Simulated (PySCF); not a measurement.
# Correlation energy of Mo (molybdenum, neutral)

[Kr] 4d5 5p1, high-spin 7P determinant (an excited configuration). Calculation: PySCF 2.14, in x2c-TZVPPall (8s6p6d2f1g, 79 functions); the spin-free X2C one-electron Hamiltonian (Gaussian nucleus). Frozen: [Ar] 3d10; 14 electrons correlated.

| level | correlation energy (mhartree) |
| --- | --- |
| CCSD | -351.52 |
| (T) | -9.98 |
| CCSD(T) | -361.50 |

Diagnostics: T1 = 0.014, D1 = 0.0500, largest double amplitude 0.056.

Question: Is a single reference adequate?

Answer: Yes, within this model without spin-orbit coupling: T1 lies below 0.03 and no double amplitude reaches 0.07.

The basis was made for the ground configuration and has no added diffuse functions, which can raise the energy of the promoted electron.

This basis was not built for core-valence correlation, so the inner-shell part is incomplete.
